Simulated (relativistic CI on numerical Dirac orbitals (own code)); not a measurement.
**Zr4+: calculation against measurement**

Calculated at this level of theory: Dirac-Coulomb-Breit CI, KLI orbitals optimised for each configuration, QED by a radiative potential, valence Slater integrals scaled by 0.85, P86 correlation energy added to each configuration (own radial code, finite nucleus).

CI space (outside the closed core [Ar] 3d10): 4s²4p⁶, 4s²4p⁵4d, 4s²4p⁵4f, 4s4p⁶4d, 4s²4p⁵5s, 4s²4p⁵5p, 4s4p⁶4f, 4s²4p⁵5d, 4s²4p⁵6s, 4s²4p⁵6p, 4s²4p⁵5f, 4s²4p⁵6d, 4s²4p⁵5g, 4p⁶4d², 4p⁵4d³, 4p⁵4d²4f, 4p⁵4d²5s, 4p⁵4d²5p. Double excitations out of closed p, d and f shells are left out; levels of such configurations are missing from the list, as are those of other unlisted configurations, and high levels can miss mixing partners. These lack a partner that the ground configuration has and come out too high: 4s²4p⁵5d, 4s²4p⁵6s, 4s²4p⁵6p, 4s²4p⁵5f, 4s²4p⁵6d.

```
Configuration  Term (tabulated)  J  Measured (cm⁻¹)  Computed  Error  Purity (%)
       4s²4p⁶                1S  0              0.0         0      0         100
     4s²4p⁵4d               3P°  0         241381.3    242684   1303         100
     4s²4p⁵4d               3P°  1         243560.8    244834   1274          97
     4s²4p⁵4d               3P°  2         247962.3    249191   1228          91
     4s²4p⁵4d               3F°  4         251283.3    251619    336         100
     4s²4p⁵4d               3F°  3         253753.4    254304    551          86
     4s²4p⁵4d               3F°  2         257361.3    258273    912          73
     4s²4p⁵4d               3D°  3         265845.5    266814    969          63
     4s²4p⁵4d               3D°  1         271601.6    272903   1302          97
     4s²4p⁵4d               3D°  2         274654.6    276235   1580          56
     4s²4p⁵5s               3P°  2         325014.9    329858   4843         100
     4s²4p⁵4d               1P°  1         328940.8    333776   4835          79
     4s²4p⁵5s               3P°  0         340315.5    345353   5038         100
     4s²4p⁵5p                3S  1         371895.2    376253   4357          84
     4s²4p⁵5p                3D  2         376897.7    380793   3895          57
     4s²4p⁵5p                3D  3         378753.4    382433   3679         100
     4s²4p⁵5p                3P  2         382985.1    386460   3475          68
     4s²4p⁵5p                3P  0         388853.0    392381   3528          78
     4s²4p⁵5p                3D  1         391998.4    396105   4107          66
     4s²4p⁵5p                3P  1         396300.3    400055   3755          63
     4s²4p⁵5p                1S  0         402688.4    406689   4000          77
      4s4p⁶4d              3D †  1         434714.6    491985  57271          62
     4s²4p⁵5d               3P°  0         452938.9    455769   2830         100
     4s²4p⁵4f                3G  5         453680.8    466274  12593         100
     4s²4p⁵5d               3P°  1         453905.6    456693   2787          88
     4s²4p⁵4f                3G  4         454538.8    467634  13095          64
     4s²4p⁵5d               3F°  4         455444.4    457920   2476         100
     4s²4p⁵5d               3P°  2         455630.8    458272   2641          64
     4s²4p⁵5d               3F°  3         455925.3    458366   2440          59
     4s²4p⁵4f                3F  4         458432.2    470993  12561          59
     4s²4p⁵5d               3D°  3         458523.7    460763   2239          67
     4s²4p⁵4f                3D  1         460476.9    451480  -8997          68
     4s²4p⁵4f   ³D (computed) †  2         460694.1    453140  -7554          65
     4s²4p⁵5d               3D°  1         462307.4    465694   3387          63
     4s²4p⁵4f   ¹D (computed) †  2         464015.4    472893   8878          52
     4s²4p⁵5d               3F°  2         471306.3    473939   2633          68
     4s²4p⁵6s               3P°  2         472338.0    474361   2023          96
     4s²4p⁵6s               1P°  1         473172.7    475365   2192          62
     4s²4p⁵4f     ³F (computed)  2         476130.2    483795   7665          45
     4s²4p⁵5d               1P°  1         476477.4    480698   4221          64
     4s²4p⁵6s               3P°  0         487746.6    490004   2258         100
     4s²4p⁵6s               3P°  1         488292.7    490590   2298          62
     4s²4p⁵6p                3S  1         491116.0    494766   3650          74
     4s²4p⁵6p                1P  1         494472.0    497936   3464          58
     4s²4p⁵6p                3D  3         494760.0    496918   2158          98
     4s²4p⁵6p                3P  2         496428.0    498500   2072          72
     4s²4p⁵6p                3D  1         509310.0    511657   2347          73
     4s²4p⁵6p                3P  1         510066.0    513184   3118          58
     4s²4p⁵6d               3P°  1         528422.8    530903   2480          84
```

Measured levels from measured levels as listed in Rauch et al., Astron. Astrophys. 599, A142 (2017); pairs were made by configuration, J and term (by order where the table uses no LS term), so strongly mixed levels may be paired wrongly.

Mean error by configuration (cm⁻¹): 4s²4p⁵4d 1429; 4s²4p⁵5s 4941; 4s²4p⁵5p 3850; 4s²4p⁵5d 2851; 4s²4p⁵4f 7383; 4s²4p⁵6s 2193; 4s²4p⁵6p 2801; 4s²4p⁵6d 2480. Over the excited levels the mean absolute error is 3635 cm⁻¹ (48 of the 69 excited levels that our extract of the source holds in range could be paired, and the others can miss by more), and the median relative error of those above 1,000 cm⁻¹ is 0.61 %. † marks terms whose computed intervals miss the measured ones by more than a factor of 2.5, or configurations far off the rest, from wrong mixing, a near crossing or a doubtful label or measurement; they are left out of the means.
